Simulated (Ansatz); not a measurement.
A search over several starts for the lowest SCF solution of Li6H7 at the given spin, in a small basis.

```yaml
crystal:
  periodic: [false, false, false]
  atoms:
    - {symbol: Li, position_ang: [0.728605, -1.342263, -1.032309]}
    - {symbol: Li, position_ang: [1.849001, 0.292108, 0.509396]}
    - {symbol: Li, position_ang: [-0.590815, 1.231314, 1.239785]}
    - {symbol: Li, position_ang: [0.134532, 1.417465, -1.017933]}
    - {symbol: Li, position_ang: [-1.413704, -0.306420, -0.997943]}
    - {symbol: Li, position_ang: [-0.728293, -1.273358, 1.265893]}
    - {symbol: H, position_ang: [1.162206, 2.008752, 0.440868]}
    - {symbol: H, position_ang: [0.134112, -0.117469, 0.209028]}
    - {symbol: H, position_ang: [2.395450, -1.225120, -0.248953]}
    - {symbol: H, position_ang: [0.000411, -0.029972, -2.189715]}
    - {symbol: H, position_ang: [-1.609969, 1.432310, -0.347929]}
    - {symbol: H, position_ang: [-1.127088, -2.050083, -0.365194]}
    - {symbol: H, position_ang: [-0.934428, -0.037264, 2.534975]}
basis:
  gaussian: {orbitals: def2-SVP}
magnetization: {spin_polarized: true, initial_magnetization: 1}
hamiltonian: {xc: pbe0, dispersion: d4}
output: {orbitals: {seedname: orbitals}}
```

```sh
$ ansatz run in.yaml --threads 4 --pin off --events-out ev --progress --plain --max-ram 3916MiB
```

Output, abridged:

```
Functional definition: PBE0
1131 factors; integrals over basis functions are off by at most 6.8e-4 eV
mean field evaluation 1: about -1332.8690 eV, gradient 1.8e1 eV
mean field evaluation 2: about -1334.2284 eV, gradient 1.4e1 eV
mean field evaluation 4: about -1336.6122 eV, gradient 9.6e-1 eV
mean field evaluation 8: about -1336.7420 eV, gradient 2.7e-1 eV
mean field evaluation 16: about -1336.7435 eV, gradient 8.6e-4 eV
mean field evaluation 32: about -1336.6289 eV, gradient 9.9e-1 eV
mean field -1336.74352783 eV, -49.1244185704 hartree, gradient 3.4e-5 eV, S^2 0.757479; 3 other end points of the search recorded, 0 dependent functions left out
reference -1336.74359122 eV, -49.1244208999 hartree; 13, 12 occupied and 76, 77 virtual orbitals, 1131 factors
Total energy: -1336.94711888 eV, -49.1319004036 hartree
```

Run time 3.5 s (4 threads of Arm Neoverse V2 on a shared host).

The structure comes from a short search, and lower isomers may exist.
